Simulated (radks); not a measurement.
Coherent X-ray form factor from a spherical all-electron density. Method: Dirac Kohn-Sham, exchange-only LDA, spin-unpolarised, spherical densities, finite nucleus; Fermi nuclear charge, rms radius of each element as measured or else 0.836 A^(1/3) + 0.57 fm; computed with a radial shooting solver on a logarithmic mesh with Libxc functionals.

| sin(theta)/lambda (1/angstrom) | f0 (electrons) |
|---|---|
| 0.05 | 37.603 |
| 0.1 | 36.477 |
| 0.15 | 34.790 |
| 0.2 | 32.764 |
| 0.25 | 30.612 |
| 0.3 | 28.501 |
| 0.4 | 24.779 |
| 0.5 | 21.864 |
| 0.6 | 19.581 |
| 0.8 | 15.971 |
| 1 | 12.930 |
| 1.25 | 9.895 |
| 1.5 | 7.845 |
| 2 | 5.820 |

The species is in the configuration that NIST lists as its ground one. Which atom or ion scatters so?

Answer. The molybdenum ion Mo4+, [Kr] 4d2. Extrapolating in s^2 from the first two rows gives f0(0) = 38.0, near the electron count 38; among species with that count, the fall with angle is slower the higher Z, and the table is that of Z = 42; from so few rows the species is fixed only to a neighbour or two.
